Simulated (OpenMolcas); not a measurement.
Mn3+ in Cs2NaYF6

Mn3+ with its 6 nearest fluoride ions at 2.033 Å, on the Y site of Cs2NaYF6 (a = 9.075 Å, distance in the model lattice 2.178 Å). The rest of the host is ab initio model potentials to 7.6 Å, with orthogonalisation functions on the cations behind the ligands, and point charges beyond; the distance is set by hand and nothing relaxes. Ligand basis ANO-RCC-VDZP.
```
Mn    0.0000    0.0000    0.0000
F     2.0330    0.0000    0.0000
F     0.0000    2.0330    0.0000
F    -2.0330    0.0000    0.0000
F     0.0000   -2.0330    0.0000
F     0.0000    0.0000    2.0330
F     0.0000    0.0000   -2.0330
```

* Program: OpenMolcas 26.06
* Method: CASSCF
* Basis: ANO-RCC-VDZP [5s4p2d1f]
* Scalar Hamiltonian: DKH2, point nucleus
* Active space: 4 electrons in 5 orbitals (3d)
* State averaging: 2S+1 = 5 even, 5 roots; 2S+1 = 3 even, 45 roots; 2S+1 = 1 even, 50 roots
* Spin-orbit coupling: state interaction with AMFI integrals over the reference wave functions

The lowest spin-free states (labels of O, the rotations of Oh), above the lowest:

| State | Degeneracy | E (cm-1) | Free-ion L (%) |
| --- | --- | --- | --- |
| 5E | 2 | 0.0 | D (100) |
| 5T2 | 3 | 10439 | D (100) |
| 3T1 | 3 | 15203 | H (48) |
| 3E | 2 | 22497 | H (84) |
| 3T1 | 3 | 24028 | H (45) |
| 3T2 | 3 | 24796 | F (51) |
| 1T2 | 3 | 26739 | G (51) |
| 3A2 | 1 | 26807 | F (100) |
| 3A1 | 1 | 27523 | G (100) |
| 1E | 2 | 27736 | I (78) |
| 3E | 2 | 30892 | G (62) |
| 3T1 | 3 | 32507 | H (77) |
| 1A1 | 1 | 32659 | G (40) |
| 3T2 | 3 | 33620 | H (47) |
| 1A2 | 1 | 33910 | I (96) |
| 1T2 | 3 | 34182 | I (60) |
| 3T1 | 3 | 34428 | G (55) |
| 1T1 | 3 | 35980 | I (51) |
| 3T2 | 3 | 39804 | G (75) |
| 1E | 2 | 40509 | D (56) |

The lowest levels with spin-orbit coupling:

```tsv
E (cm-1)	Degeneracy	Label	2S+1
0.0	1	A1	5
10.2	3	T1	5
20.3	2	E	5
29.2	3	T2	5
38.1	1	A2	5
10289	3	T2	5
10292	3	T1	5
10294	1	A1	5
10563	3	T1	5
10565	2	E	5
10739	3	T2	5
14980	1	A1	3
15123	3	T1	3
15338	3	T2	3
15349	2	E	3
22513	3	T2	3
22521	3	T1	3
23619	1	A1	3
23845	3	T1	3
24264	3	T2	3
```

Powder χT (cm3 K/mol): 0.767 at 2 K, 2.38 at 10 K, 2.87 at 50 K, 2.9 at 100 K, 2.92 at 200 K, 2.93 at 300 K. The effective moment at 300 K is 2.828 √(χT) = 4.84 μB.

The lowest level has 2S+1 = 5, for which the spin-only value is χT = S(S+1) / 2 = 3.000 cm3 K/mol (g = 2). The computed 2.933 at 300 K differs by -0.067, through orbital momentum, spin-orbit coupling and any other state in reach.

Metal share of the active 3d orbitals (Löwdin): 91, 91, 98, 98, 98 %; Mulliken charge of the metal 2.06.

A least-squares ligand-field fit to the states below 45000 cm-1, each weighted by its degeneracy and with a free common offset, gives 10Dq = 10160 cm-1, B = 1132 cm-1 and C = 4273 cm-1 (C/B = 3.78), with an rms deviation of 127 cm-1.

The same method and metal basis give the free ion B = 1220 cm-1 (fit to its terms below 60000 cm-1, rms deviation 47 cm-1), so the nephelauxetic ratio is β = 1132 / 1220 = 0.93; it hangs on how both fits weigh the states, and computed free-ion B values tend to be too large, so β mixes covalency with correlation.

An orbital doublet at a regular site is open to a Jahn-Teller distortion, which this geometry leaves out. Without dynamic correlation the repulsion within the d shell is too large (B by tens of per cent), so at a given field states of lower spin stand too high. Ligand-to-metal charge-transfer states are missing. With no ligand orbital active B as a rule stays too high, so bands that hang on it stand too high and its fall with covalency is understated. With metal d orbitals alone and no dynamic correlation 10Dq can be off by a tenth to a fifth, either way, in oxide and fluoride hosts. No measured value stands beside these numbers; the geometry was set by hand and not optimised.
